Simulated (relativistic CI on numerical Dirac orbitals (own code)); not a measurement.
Ho⁵⁶⁺: sensitivity of the levels to the model

Base calculation: Dirac-Coulomb-Breit CI, KLI orbitals optimised for each configuration, model QED (radiative potential, 1s self-energy scaled to tabulated hydrogen-like ionisation energies), unscaled Slater integrals.

Configuration list (outside the closed core [Ne]): 3s, 3p, 3d, 4s, 4p, 4d, 4f, 5s, 5p, 5d, 5f, 5g, 6s, 6p, 6d, 7s, 7p. Levels of other configurations are missing.

Variants: (1) QED terms removed; (2) Breit term removed. Shifts of the energy above 3s ²S1/2, in eV, for the lowest level and the first level of each name with at least 55 % of one term (blank where a level changes its place among those of its configuration and J or its character, or is not in the variant):

| Level | Base | Δ(1) | Δ(2) |
| --- | --- | --- | --- |
| 3s ²S1/2 | 0.00 | 0.00 | 0.00 |
| 3p ²P°1/2 | 137.17 | +3.38 | -2.92 |
| 3p ²P°3/2 | 371.41 | +3.09 | -0.09 |
| 3d ²D3/2 | 536.81 | +3.65 | +0.97 |
| 3d ²D5/2 | 590.35 | +3.51 | +2.69 |
| 4s ²S1/2 | 2555.75 | +2.09 | +2.61 |
| 4p ²P°1/2 | 2612.49 | +3.47 | +1.43 |
| 4p ²P°3/2 | 2708.26 | +3.35 | +2.55 |
| 4d ²D3/2 | 2771.00 | +3.57 | +3.07 |
| 4d ²D5/2 | 2794.17 | +3.51 | +3.71 |
| 4f ²F°5/2 | 2827.35 | +3.55 | +4.15 |
| 4f ²F°7/2 | 2837.46 | +3.52 | +4.25 |
| 5s ²S1/2 | 3693.46 | +2.81 | +3.46 |
| 5p ²P°1/2 | 3721.97 | +3.50 | +2.88 |
| 5p ²P°3/2 | 3770.14 | +3.44 | +3.42 |
| 5d ²D3/2 | 3800.84 | +3.55 | +3.71 |
| 5d ²D5/2 | 3812.79 | +3.52 | +4.01 |
| 5f ²F°5/2 | 3829.20 | +3.54 | +4.19 |
| 5f ²F°7/2 | 3834.40 | +3.52 | +4.26 |
| 5g ²G7/2 | 3836.66 | +3.53 | +4.27 |
| 5g ²G9/2 | 3839.75 | +3.52 | +4.27 |
| 6s ²S1/2 | 4296.77 | +3.12 | +3.82 |

At this charge energies of transitions that change n are usually good to better than 1 %, and those within a shell (Δn = 0) to a few per cent.

Ionisation energy from the two ground configurations alone: base 5611.05 eV; QED terms removed 5614.6 eV; Breit term removed 5615.35 eV. The NIST ASD value (theoretical) is 5611 eV.
